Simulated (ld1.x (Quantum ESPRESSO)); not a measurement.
## Pt, TM: configuration errors across variants

| Item | Value |
| --- | --- |
| Element | Pt |
| Generator | ld1.x (Quantum ESPRESSO) 7.5 |
| Type | norm-conserving Troullier–Martins (Kleinman–Bylander form) |
| Functional | LDA (PZ) |
| Relativity | scalar-relativistic |
| Frozen core | [Xe] 4f14 |
| Valence charge | 10 |
| Reference configuration | 5d9 6s1 6p0 |
| Partial waves | 6s (bound): rc 2.30 bohr; 5d (bound): rc 1.75 bohr; 5f channel at 0.4 Ry: rc 2.70 bohr; 6p (bound, empty): rc 2.65 bohr |
| Local potential | the p channel |
| Core correction | Bessel-smoothed model core, default radius (core density twice the valence density) |

All-electron excitation energies from the reference (eV): (1) 5d9 6s0 6p0 9.545; (2) 5d8 6s0 6p0 29.804; (3) 5d7 6s0 6p0 62.315; (4) 5d8 6s2 6p0 0.930; (5) 5d9 6s0 6p1 5.185; (6) 5d6 6s0 6p0 108.263; (7) 5d8 6s1 6p0 11.417; (8) 5d9 6s1 6p0 spin -0.379; (9) 5d9 6s0 6p0 spin 9.416.

Spin tests fill each open shell by Hund’s rule, majority spin first.

Errors AE − PS in meV (a dash: test not solved or not reliable):

| change | (1) | (2) | (3) | (4) | (5) | (6) | (7) | (8) | (9) | bound ghosts |
| --- | --- | --- | --- | --- | --- | --- | --- | --- | --- | --- |
| base | -17 | -144 | -616 | -86 | -5.6 | -1529 | -82 | +7.7 | -17 | none |
| wave 6s (bound): rc 2.30 bohr becomes 6s (bound): rc 1.44 bohr | -30 | -189 | -712 | -86 | -26 | -1693 | -85 | +0.4 | -29 | none |
| wave 6s (bound): rc 2.30 bohr becomes 6s (bound): rc 1.66 bohr | -11 | -160 | -668 | -57 | -4.4 | -1629 | -74 | +1.5 | -9.9 | none |
| wave 6s (bound): rc 2.30 bohr becomes 6s (bound): rc 2.10 bohr | -17 | -145 | -620 | -83 | -5.3 | -1538 | -81 | +7.3 | -16 | none |
| wave 6s (bound): rc 2.30 bohr becomes 6s (bound): rc 2.32 bohr | -17 | -144 | -616 | -86 | -5.6 | -1529 | -82 | +7.7 | -17 | none |
| wave 6s (bound): rc 2.30 bohr becomes 6s (bound): rc 2.64 bohr | -16 | -151 | -635 | -76 | -5.2 | -1564 | -79 | +6.7 | -15 | none |
| wave 6s (bound): rc 2.30 bohr becomes 6s (bound): rc 2.78 bohr | -15 | -158 | -655 | -67 | -5.2 | -1599 | -75 | +5.9 | -14 | none |
| wave 6s (bound): rc 2.30 bohr becomes 6s (bound): rc 3.04 bohr | -13 | -184 | -719 | -41 | -6.8 | -1710 | -66 | +3.7 | -13 | none |
| wave 6s (bound): rc 2.30 bohr becomes 6s (bound): rc 3.26 bohr | -14 | -217 | -794 | -15 | -10 | -1836 | -57 | +1.7 | -14 | none |
| wave 6s (bound): rc 2.30 bohr becomes 6s (bound): rc 3.40 bohr | -15 | -230 | -824 | -5.8 | -12 | -1886 | -53 | +1.0 | -14 | none |

Question: Give the same row for: wave 6s (bound): rc 2.30 bohr becomes 6s (bound): rc 1.92 bohr.

Answer: -14, -150, -636, -71, -3.9, -1568, -77, +5.7, -13; bound ghosts: none.
